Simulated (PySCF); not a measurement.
Isomers of C3H5N. Isolated molecules, 0 K electronic values unless said otherwise. One relaxed conformer stands for each flexible species; it need not be the lowest. Strings in code marks are SMILES. All members: neutral, multiplicity 1. Level: B3LYP-D3(BJ)/def2-TZVP // PBE0-D4/def2-TZVP (PySCF), beside PBE-D3(BJ)/def2-TZVP // PBE0-D4/def2-TZVP (PySCF) at the same geometries. B3LYP has the VWN-RPA correlation part, as in Gaussian.  Orbital energies are measured against the vacuum level.

| species | LUMO, PBE (eV) | LUMO, B3LYP-D3(BJ) (eV) |
|---|---|---|
| `[H]/N=C\C=C` (C–C–C–N torsion 180°) | -2.40 | -1.62 |
| `C=CN=C` (C–C–N–C torsion 180°) | -2.25 | -1.46 |
| `N=C1CC1` | -1.38 | withheld |
| `CC=C=N` | -1.11 | -0.30 |
| `NC1C=C1` (H–N–C–C torsion 158°) | -1.00 | -0.19 |
| `C=C=NC` | -0.90 | -0.07 |
| `C=C=CN` (C–C–N–H torsion 143°) | -0.85 | -0.15 |

Task: Fit y = a + b·x, y being the LUMO at the first level, to the 6 complete rows by least squares, with x = the PBE value in eV. Give a, b and the rms residual, and predict the withheld value.

Result: Means of the 6 rows: x̄ = -1.4183, ȳ = -0.63167 eV. Σ(x − x̄)² = 2.5171 and Σ(x − x̄)(y − ȳ) = 2.511, so b = 0.998 and a = ȳ − b·x̄ = 0.784 eV. The rms residual is 0.042 eV. At x = -1.38 the line gives -0.59 eV. The run for `N=C1CC1` gave -0.54 eV, so the line is off by 0.05 eV, within twice the rms residual.

Codes: PySCF.
